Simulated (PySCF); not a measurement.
The same groups moved round the core (propene chloro+silyl). Gas-phase values, no solvent. One relaxed conformer stands for each flexible species; it need not be the lowest. Strings in code marks are SMILES.

Calculation: PySCF with CAM-B3LYP-D3(BJ)/def2-TZVP. All candidates: neutral, multiplicity 1. Delta-SCF ions had no search for a lower state. Excitations are Tamm–Dancoff values on a coarser integration grid. The basis has no diffuse functions, so Rydberg states are missing or too high.

```json
{
 "T1 excitation (TDA)": "3.99 eV",
 "dipole_moment": "1.06 D",
 "vertical ionisation energy (Delta-SCF)": "9.49 eV"
}
```

Problem. Say which member has these values.
A) `C/C=C(/[SiH3])Cl`
B) `C/C(Cl)=C\[SiH3]`
C) `C/C([SiH3])=C/Cl`
D) `C/C(Cl)=C/[SiH3]`

Solution. B, `C/C(Cl)=C\[SiH3]`. The others give `C/C=C(/[SiH3])Cl`: 4.12 eV, 1.81 D, 9.41 eV; `C/C(Cl)=C/[SiH3]`: 4.04 eV, 1.93 D, 9.52 eV; `C/C([SiH3])=C/Cl`: 3.98 eV, 1.79 D, 9.37 eV
